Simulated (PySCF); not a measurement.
Two-component Hartree-Fock for Se (selenium, neutral)

Start: [Ar] 3d10 4s2 4p4; 4p1/2 filled at m_j = -1/2, +1/2; 4p3/2 filled at m_j = +1/2, +3/2. Calculated with PySCF 2.14 in x2c-SVPall-2c (5s6p3d, 38 functions): generalised Hartree-Fock with the X2C-1e Hamiltonian and a Gaussian nucleus; one run each with spin-orbit coupling (SO) switched off, then screened by Boettger's factors.

```
spinor shell  electrons  ε, spin-free (eV)  ε, screened SO (eV)  weight of nominal j (screened SO)  rms radius, screened SO (bohr)
       1s1/2          2           -12732.7             -12732.5                              1.000                          0.0508
       2s1/2          2            -1695.3              -1695.2                              1.000                           0.212
       2p1/2          2            -1486.5              -1515.2                              1.000                           0.187
       2p3/2          4            -1486.5              -1472.6                              1.000                           0.190
       3s1/2          2            -250.47              -250.41                              1.000                           0.613
       3p1/2          2            -182.72              -187.06                              0.999                           0.629
       3p3/2          4            -182.72              -180.54                              1.000                           0.639
       3d3/2          4            -70.465              -71.016                              0.985                           0.696
       3d5/2          6            -70.465              -70.003                              0.990                           0.698
       4s1/2          2            -23.229              -23.203                              1.000                            1.98
       4p3/2          2            -10.850              -11.447                              0.817                            2.44
       4p1/2          2            -10.850              -10.277                              0.707                            2.45
```

```json
{"quantity": "E (hartree)", "spin-free": "-2427.62298", "screened SO": "-2427.72360"}
{"quantity": "M_J", "spin-free": "2", "screened SO": "2"}
{"quantity": "⟨J²⟩", "spin-free": "6.007", "screened SO": "6.011"}
{"quantity": "⟨L²⟩", "spin-free": "2.005", "screened SO": "2.072"}
{"quantity": "⟨S²⟩", "spin-free": "2.002", "screened SO": "1.973"}
```

Each row is a mean over spinors that exchange with the open shell spreads, by up to 5.163 eV (4s1/2).

Rows whose weight is well below 1 are mixtures of j = l ± 1/2: exchange outweighs spin-orbit coupling there, and the label is only the starting occupation.

Without spin-orbit coupling the j labels of p, d and f shells carry no meaning; the spin-free column gives the mean over the occupied spinors of each nl shell.
